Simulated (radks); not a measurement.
Task: All-electron atom: Ni0.75+ in [Ar] 4s2 3d(up 4, down 3.25) (fractional occupations, a model configuration). All-electron calculation, scalar-relativistic Kohn-Sham, PBEsol, spin-polarised, spherical densities, finite nucleus; Fermi nuclear charge, rms radius 3.7757 fm. Program: a radial shooting solver on a logarithmic mesh with Libxc functionals. Some entries of the table are withheld. Estimate them.

orbital  occ.  eigenvalue (eV)  <r^2> (bohr^2)
1s up       1        -8216.160        0.003940
1s down     1        -8216.158        0.003940
2s up       1        -993.4387         0.07094
2s down     1        -992.9850         0.07090
2p up       3        -856.6536         0.05699
2p down     3        -856.3103         0.05695
3s up       1        -122.9297          0.6276
3s down     1        -122.0513          0.6286
3p up       3         -83.2704             (1)
3p down     3         -82.4098             (2)
3d up       4         -20.2863           1.155
3d down  3.25         -19.4912           1.181
4s up       1         -12.5632           7.020
4s down     1         -12.4102           7.121

Result: 
(1) 3p up <r^2> (bohr^2): 0.7044
(2) 3p down <r^2> (bohr^2): 0.7064
